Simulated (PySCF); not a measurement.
**Basis and Hamiltonian dependence of the excitation energy of P⁺**

P⁺ [Ne] 3s2 3p2 (3P) → P⁺ [Ne] 3s2 3p1 4s1, s spin flipped. All values are computed (PySCF 2.14, energy differences of UHF-based or UKS calculations, no spin-orbit coupling). Values in eV.

```csv
basis,Hamiltonian,functions,UHF,r2SCAN,PBE0,MP2 (valence)
aug-cc-pVDZ-DK,spin-free X2C,27,10.704,11.116,10.886,10.765
aug-cc-pCVTZ-DK,spin-free X2C,75,10.680,11.118,10.859,10.839
aug-cc-pwCVTZ,non-relativistic,75,10.706,11.142,10.884,10.866
dyall-acv3z,spin-free X2C,113,10.675,11.121,10.854,10.841
aug-cc-pwCVQZ,non-relativistic,134,10.700,11.134,10.881,10.891
```

Frozen in the all-electron rows: valence: [Ne].

In the upper determinant the s electron has its spin opposite to the other open shell, which mixes two multiplicities.
